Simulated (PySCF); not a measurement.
Input file for PySCF: R-BP86/6-31G* on CH2OSe (a complex).

```python
from pyscf import gto, scf, dft, mp
from pyscf.data.elements import chemcore

mol = gto.M(
    atom='''
    C     0.63947630    0.12382111    0.21118088
    O    -0.32863329    0.25683449   -0.34630877
    Se   -0.08486354   -0.33171365    3.83198057
    H     0.93200721    0.69716046    3.57024604
    H     0.79236770   -1.37800699    3.28712279
    ''',
    basis='6-31g*',
    cart=True,
    charge=0, spin=0, verbose=3, max_memory=1800)
mf = dft.RKS(mol, xc='b88,p86')
mf.conv_tol = 1e-8
mf.max_cycle = 100
mf.kernel()
if not mf.converged:
    mf = mf.newton().run(mf.mo_coeff, mf.mo_occ)
```

The log:

```
converged SCF energy = -2516.03695235614
```

The calculation finished and met its thresholds.

Cost: about 4 core-seconds (a rough figure).
